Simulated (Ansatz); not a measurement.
CH7ClSi3 (`C[Si@@H]1[SiH2][Si@@H]1Cl`), relaxed with RKS PBE-D4/def2-SVP in Ansatz 0.2.0 from a rough embedded geometry. The force threshold is 0.03 eV/Å; the program also tests the step.

Total charge 0; spin multiplicity 1.

Start:

```xyz
12

C    -0.062   -1.786   -0.403
Si   -0.737   -0.353    0.347
Si   -0.315    1.528   -0.824
Si    0.749    1.188    1.192
Cl    2.664    0.598    1.014
H     0.942   -1.688   -0.879
H     0.107   -2.626    0.343
H    -0.692   -2.232   -1.150
H    -2.044   -0.416    0.957
H    -1.433    2.522   -0.832
H     0.431    1.308   -2.109
H     0.391    1.957    2.345
```

(1) By how much does the energy fall, and how many steps does the optimiser take? (Estimate.)

(2) Which bonds change most? (Best estimate.)

(3) Give the relaxed structure. (An estimate is asked.)

## Answers

(1) The calculation gave: 56.65 kJ/mol, in 4 steps.

(2) The calculation gave: C1–Si2 from 1.752 to 1.893 Å; Si2–Si3 from 2.256 to 2.368 Å; Si4–Cl5 from 2.012 to 2.098 Å; Si4–H12 from 1.432 to 1.504 Å.

(3) Ansatz gave: 
```xyz
12

C    -0.043   -1.966   -0.392
Si   -0.788   -0.378    0.320
Si   -0.373    1.632   -0.862
Si    0.735    1.190    1.162
Cl    2.755    0.642    1.028
H     0.975   -1.755   -0.776
H     0.038   -2.740    0.398
H    -0.663   -2.361   -1.221
H    -2.122   -0.545    0.998
H    -1.415    2.716   -0.898
H     0.408    1.533   -2.143
H     0.492    2.031    2.384
```
